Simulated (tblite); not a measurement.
Record of a relaxation.

Species: C6H12FGeN.
SMILES with atom numbers: `[H]/[N:1]=[C:2]1/[CH2:3][CH2:4][CH2:5][CH2:6][C@@H:7]1[GeH2:8][F:9]` (hydrogens: H10 on N1; H11, H12 on C3; H13, H14 on C4; H15, H16 on C5; H17, H18 on C6; H19 on C7; H20, H21 on Ge8)

Computed with GFN2-xTB (tblite), gas phase: L-BFGS steps from a force-field or distance-geometry start until the largest atomic force falls under 0.01 eV/Å. 5 of its 78 geometries are shown.

Step 0: E = -777.4334 eV, largest atomic force 3.242 eV/Å
```
atom  x, y, z in Å  |  force x, y, z in eV/Å
N1      0.080   -2.606   -0.117   -1.231   1.555  -0.362
C2     -0.129   -1.327   -0.092    1.981  -2.554   0.256
C3     -1.300   -0.751   -0.801   -0.821  -0.001  -0.172
C4     -1.926    0.408   -0.007   -0.251  -0.234   0.713
C5     -0.865    1.431    0.407   -0.191   0.437  -0.031
C6      0.239    0.779    1.238    0.000   0.190   0.647
C7      0.912   -0.405    0.519   -0.873   0.257   0.929
Ge8     2.153    0.202   -0.865   -0.289  -0.508  -1.049
F9      3.351    1.266   -0.165   -0.048  -0.034  -0.106
H10     0.897   -3.038    0.318   -0.097   0.726   0.030
H11    -0.982   -0.373   -1.798   -0.005  -0.225   0.518
H12    -2.087   -1.531   -0.971    0.808   0.448   0.091
H13    -2.417   -0.004    0.925    0.448   0.377  -0.909
H14    -2.705    0.897   -0.613    0.212  -0.180   0.212
H15    -1.349    2.246    0.999    0.347  -0.532  -0.341
H16    -0.434    1.901   -0.498   -0.091  -0.210   0.310
H17    -0.197    0.423    2.199    0.181   0.137  -0.501
H18     1.007    1.538    1.502   -0.328  -0.303  -0.124
H19     1.515   -0.958    1.280   -0.385   0.128  -0.465
H20     1.378    0.946   -1.978    0.509   0.061   0.223
H21     2.852   -1.028   -1.482    0.127   0.467   0.132
```

Step 19: E = -777.8075 eV, largest atomic force 0.076 eV/Å
```
atom  x, y, z in Å  |  force x, y, z in eV/Å
N1      0.011   -2.619   -0.106   -0.030   0.068   0.018
C2     -0.128   -1.367   -0.064    0.024   0.015  -0.009
C3     -1.298   -0.745   -0.766    0.015  -0.022  -0.012
C4     -1.924    0.400    0.028   -0.019  -0.050  -0.044
C5     -0.868    1.430    0.412   -0.050  -0.031  -0.013
C6      0.208    0.776    1.267    0.008  -0.003  -0.018
C7      0.853   -0.404    0.541    0.030   0.005  -0.030
Ge8     2.083    0.155   -0.954   -0.056  -0.016   0.042
F9      3.271    1.216   -0.216    0.014   0.021   0.027
H10     0.856   -2.977    0.342   -0.047   0.014   0.025
H11    -0.923   -0.358   -1.723   -0.006   0.016   0.031
H12    -2.031   -1.522   -0.989    0.014   0.003   0.027
H13    -2.400    0.002    0.928    0.058   0.007   0.008
H14    -2.705    0.868   -0.575   -0.011   0.019  -0.015
H15    -1.336    2.247    0.964    0.030   0.014   0.004
H16    -0.410    1.849   -0.492   -0.024  -0.025   0.027
H17    -0.235    0.424    2.204   -0.015  -0.040  -0.026
H18     0.977    1.509    1.525    0.035   0.005  -0.008
H19     1.497   -0.946    1.247    0.020  -0.011  -0.028
H20     1.552    1.031   -2.062   -0.007   0.026  -0.014
H21     2.942   -0.952   -1.512    0.017  -0.016   0.008
```

Step 38: E = -777.8173 eV, largest atomic force 0.054 eV/Å
```
atom  x, y, z in Å  |  force x, y, z in eV/Å
N1     -0.054   -2.619   -0.031   -0.016  -0.002   0.020
C2     -0.138   -1.363   -0.070    0.015   0.003   0.008
C3     -1.300   -0.742   -0.785    0.011   0.003  -0.003
C4     -1.925    0.388    0.032   -0.006  -0.004  -0.002
C5     -0.867    1.418    0.406   -0.001  -0.003   0.000
C6      0.216    0.760    1.249    0.008  -0.013  -0.010
C7      0.866   -0.403    0.499   -0.002  -0.011   0.016
Ge8     2.095    0.183   -0.977   -0.003   0.018   0.051
F9      3.256    1.241   -0.188   -0.006   0.000   0.005
H10     0.765   -2.985    0.453   -0.004   0.002  -0.008
H11    -0.930   -0.336   -1.734    0.023   0.004  -0.003
H12    -2.028   -1.522   -1.011    0.005   0.014   0.014
H13    -2.365   -0.026    0.942   -0.010   0.006  -0.008
H14    -2.724    0.856   -0.545   -0.006  -0.002  -0.006
H15    -1.321    2.240    0.964   -0.006  -0.009   0.007
H16    -0.417    1.835   -0.502   -0.002   0.001  -0.002
H17    -0.230    0.377    2.172    0.025   0.015  -0.011
H18     0.983    1.491    1.525   -0.009  -0.012  -0.011
H19     1.528   -0.946    1.188   -0.010  -0.014   0.000
H20     1.597    1.081   -2.080   -0.020   0.012  -0.032
H21     2.982   -0.913   -1.509    0.012  -0.008  -0.027
```

Step 58: E = -777.8199 eV, largest atomic force 0.011 eV/Å
```
atom  x, y, z in Å  |  force x, y, z in eV/Å
N1     -0.095   -2.628    0.015    0.004   0.005   0.002
C2     -0.144   -1.372   -0.062   -0.009   0.004   0.001
C3     -1.290   -0.741   -0.794   -0.002   0.005   0.000
C4     -1.921    0.384    0.024    0.006   0.004  -0.001
C5     -0.864    1.411    0.410    0.000   0.000  -0.002
C6      0.230    0.753    1.239   -0.006   0.007  -0.002
C7      0.872   -0.417    0.491   -0.008   0.001   0.007
Ge8     2.092    0.192   -0.983    0.000   0.005  -0.005
F9      3.231    1.259   -0.172   -0.001   0.001  -0.006
H10     0.713   -3.002    0.511    0.002  -0.002   0.005
H11    -0.901   -0.328   -1.732    0.004  -0.005   0.001
H12    -2.020   -1.514   -1.034    0.003   0.001  -0.003
H13    -2.371   -0.034    0.927    0.001  -0.003  -0.006
H14    -2.715    0.857   -0.558    0.004  -0.006   0.003
H15    -1.320    2.221    0.983    0.004  -0.004  -0.004
H16    -0.425    1.844   -0.495    0.007   0.000   0.007
H17    -0.200    0.380    2.174    0.001  -0.004  -0.006
H18     1.001    1.486    1.495    0.001  -0.004   0.008
H19     1.535   -0.959    1.179    0.002  -0.007   0.000
H20     1.575    1.098   -2.075   -0.004  -0.003  -0.002
H21     3.006   -0.872   -1.543   -0.009   0.003   0.003
```

Step 77: E = -777.8207 eV, largest atomic force 0.008 eV/Å
```
atom  x, y, z in Å  |  force x, y, z in eV/Å
N1     -0.106   -2.628    0.039   -0.001   0.002   0.002
C2     -0.142   -1.374   -0.055   -0.005   0.002  -0.002
C3     -1.276   -0.739   -0.802   -0.005   0.000   0.001
C4     -1.911    0.386    0.014    0.002   0.000  -0.002
C5     -0.856    1.409    0.415   -0.005   0.002   0.000
C6      0.231    0.745    1.249   -0.004   0.000  -0.002
C7      0.875   -0.420    0.495    0.000  -0.001  -0.003
Ge8     2.076    0.199   -0.990    0.002   0.000  -0.005
F9      3.214    1.280   -0.198    0.005  -0.001  -0.002
H10     0.693   -3.004    0.548    0.002  -0.001  -0.002
H11    -0.875   -0.326   -1.736    0.002  -0.001   0.008
H12    -2.006   -1.508   -1.053   -0.002  -0.002   0.002
H13    -2.369   -0.036    0.912   -0.001   0.003  -0.007
H14    -2.699    0.863   -0.573    0.005  -0.004   0.001
H15    -1.316    2.216    0.988   -0.001   0.005   0.001
H16    -0.406    1.847   -0.484   -0.001   0.002   0.003
H17    -0.208    0.364    2.176    0.005  -0.004   0.002
H18     1.000    1.474    1.518   -0.003  -0.002   0.003
H19     1.543   -0.962    1.178    0.004  -0.001   0.000
H20     1.542    1.095   -2.082   -0.003  -0.001  -0.001
H21     2.987   -0.863   -1.559    0.005   0.002   0.004
```

**Question.** Summarise the path.

**Answer.** The energy falls by 8.93 kcal/mol from step 0 to step 77; nine tenths of that is first reached at step 8. It falls at every step. The largest force goes from 3.242 to 0.008 eV/Å. Among the bonds C7–Ge8 changes most, from 1.956 to 2.007 Å; the atoms move by 0.135 Å rms after alignment.

**Question.** Follow the three bonds and two angles with the largest change from start to end.

**Answer.** 
```json
{"step": "0", "E above end (kcal/mol)": "8.93", "largest force (eV/Å)": "3.242", "C7–Ge8 (Å)": "1.956", "C4–H13 (Å)": "1.132", "N1=C2 (Å)": "1.296", "C7–Ge8–H20 (°)": "109.9", "F9–Ge8–H20 (°)": "109.8"}
{"step": "3", "E above end (kcal/mol)": "2.85", "largest force (eV/Å)": "0.483", "C7–Ge8 (Å)": "1.997", "C4–H13 (Å)": "1.090", "N1=C2 (Å)": "1.266", "C7–Ge8–H20 (°)": "111.0", "F9–Ge8–H20 (°)": "108.0"}
{"step": "7", "E above end (kcal/mol)": "0.95", "largest force (eV/Å)": "0.213", "C7–Ge8 (Å)": "1.984", "C4–H13 (Å)": "1.090", "N1=C2 (Å)": "1.258", "C7–Ge8–H20 (°)": "115.0", "F9–Ge8–H20 (°)": "103.1"}
{"step": "10", "E above end (kcal/mol)": "0.62", "largest force (eV/Å)": "0.120", "C7–Ge8 (Å)": "2.003", "C4–H13 (Å)": "1.093", "N1=C2 (Å)": "1.261", "C7–Ge8–H20 (°)": "116.4", "F9–Ge8–H20 (°)": "101.9"}
{"step": "13", "E above end (kcal/mol)": "0.48", "largest force (eV/Å)": "0.117", "C7–Ge8 (Å)": "2.010", "C4–H13 (Å)": "1.093", "N1=C2 (Å)": "1.260", "C7–Ge8–H20 (°)": "117.7", "F9–Ge8–H20 (°)": "101.1"}
{"step": "17", "E above end (kcal/mol)": "0.36", "largest force (eV/Å)": "0.071", "C7–Ge8 (Å)": "2.012", "C4–H13 (Å)": "1.091", "N1=C2 (Å)": "1.260", "C7–Ge8–H20 (°)": "118.8", "F9–Ge8–H20 (°)": "101.2"}
{"step": "20", "E above end (kcal/mol)": "0.28", "largest force (eV/Å)": "0.065", "C7–Ge8 (Å)": "2.015", "C4–H13 (Å)": "1.094", "N1=C2 (Å)": "1.260", "C7–Ge8–H20 (°)": "119.7", "F9–Ge8–H20 (°)": "101.3"}
{"step": "23", "E above end (kcal/mol)": "0.23", "largest force (eV/Å)": "0.086", "C7–Ge8 (Å)": "2.007", "C4–H13 (Å)": "1.093", "N1=C2 (Å)": "1.259", "C7–Ge8–H20 (°)": "120.4", "F9–Ge8–H20 (°)": "101.3"}
{"step": "27", "E above end (kcal/mol)": "0.17", "largest force (eV/Å)": "0.058", "C7–Ge8 (Å)": "2.010", "C4–H13 (Å)": "1.092", "N1=C2 (Å)": "1.260", "C7–Ge8–H20 (°)": "120.6", "F9–Ge8–H20 (°)": "101.7"}
{"step": "30", "E above end (kcal/mol)": "0.14", "largest force (eV/Å)": "0.046", "C7–Ge8 (Å)": "2.008", "C4–H13 (Å)": "1.093", "N1=C2 (Å)": "1.259", "C7–Ge8–H20 (°)": "120.8", "F9–Ge8–H20 (°)": "101.4"}
{"step": "33", "E above end (kcal/mol)": "0.12", "largest force (eV/Å)": "0.061", "C7–Ge8 (Å)": "2.004", "C4–H13 (Å)": "1.093", "N1=C2 (Å)": "1.259", "C7–Ge8–H20 (°)": "120.8", "F9–Ge8–H20 (°)": "101.3"}
{"step": "37", "E above end (kcal/mol)": "0.09", "largest force (eV/Å)": "0.051", "C7–Ge8 (Å)": "2.008", "C4–H13 (Å)": "1.093", "N1=C2 (Å)": "1.259", "C7–Ge8–H20 (°)": "120.7", "F9–Ge8–H20 (°)": "100.9"}
{"step": "40", "E above end (kcal/mol)": "0.07", "largest force (eV/Å)": "0.032", "C7–Ge8 (Å)": "2.007", "C4–H13 (Å)": "1.093", "N1=C2 (Å)": "1.259", "C7–Ge8–H20 (°)": "120.6", "F9–Ge8–H20 (°)": "100.9"}
{"step": "44", "E above end (kcal/mol)": "0.05", "largest force (eV/Å)": "0.031", "C7–Ge8 (Å)": "2.010", "C4–H13 (Å)": "1.092", "N1=C2 (Å)": "1.259", "C7–Ge8–H20 (°)": "120.6", "F9–Ge8–H20 (°)": "101.1"}
{"step": "47", "E above end (kcal/mol)": "0.04", "largest force (eV/Å)": "0.030", "C7–Ge8 (Å)": "2.009", "C4–H13 (Å)": "1.092", "N1=C2 (Å)": "1.259", "C7–Ge8–H20 (°)": "120.6", "F9–Ge8–H20 (°)": "101.0"}
{"step": "50", "E above end (kcal/mol)": "0.03", "largest force (eV/Å)": "0.025", "C7–Ge8 (Å)": "2.007", "C4–H13 (Å)": "1.093", "N1=C2 (Å)": "1.259", "C7–Ge8–H20 (°)": "120.5", "F9–Ge8–H20 (°)": "101.0"}
{"step": "54", "E above end (kcal/mol)": "0.02", "largest force (eV/Å)": "0.018", "C7–Ge8 (Å)": "2.009", "C4–H13 (Å)": "1.092", "N1=C2 (Å)": "1.259", "C7–Ge8–H20 (°)": "120.3", "F9–Ge8–H20 (°)": "101.0"}
{"step": "57", "E above end (kcal/mol)": "0.02", "largest force (eV/Å)": "0.011", "C7–Ge8 (Å)": "2.008", "C4–H13 (Å)": "1.092", "N1=C2 (Å)": "1.259", "C7–Ge8–H20 (°)": "120.3", "F9–Ge8–H20 (°)": "101.0"}
{"step": "60", "E above end (kcal/mol)": "0.02", "largest force (eV/Å)": "0.022", "C7–Ge8 (Å)": "2.008", "C4–H13 (Å)": "1.092", "N1=C2 (Å)": "1.259", "C7–Ge8–H20 (°)": "120.3", "F9–Ge8–H20 (°)": "101.0"}
{"step": "64", "E above end (kcal/mol)": "0.01", "largest force (eV/Å)": "0.019", "C7–Ge8 (Å)": "2.007", "C4–H13 (Å)": "1.092", "N1=C2 (Å)": "1.259", "C7–Ge8–H20 (°)": "120.4", "F9–Ge8–H20 (°)": "101.0"}
{"step": "67", "E above end (kcal/mol)": "0.01", "largest force (eV/Å)": "0.018", "C7–Ge8 (Å)": "2.006", "C4–H13 (Å)": "1.093", "N1=C2 (Å)": "1.259", "C7–Ge8–H20 (°)": "120.4", "F9–Ge8–H20 (°)": "101.1"}
{"step": "70", "E above end (kcal/mol)": "0.01", "largest force (eV/Å)": "0.018", "C7–Ge8 (Å)": "2.008", "C4–H13 (Å)": "1.092", "N1=C2 (Å)": "1.259", "C7–Ge8–H20 (°)": "120.4", "F9–Ge8–H20 (°)": "101.1"}
{"step": "74", "E above end (kcal/mol)": "0.00", "largest force (eV/Å)": "0.013", "C7–Ge8 (Å)": "2.007", "C4–H13 (Å)": "1.092", "N1=C2 (Å)": "1.259", "C7–Ge8–H20 (°)": "120.4", "F9–Ge8–H20 (°)": "101.0"}
{"step": "77", "E above end (kcal/mol)": "0.00", "largest force (eV/Å)": "0.008", "C7–Ge8 (Å)": "2.007", "C4–H13 (Å)": "1.093", "N1=C2 (Å)": "1.259", "C7–Ge8–H20 (°)": "120.4", "F9–Ge8–H20 (°)": "100.9"}
```

The cost below is that of the whole relaxation. On Arm Neoverse N1, one thread, shared host with 64 logical CPUs at a one-minute load of 59, this took 1.1 s wall.
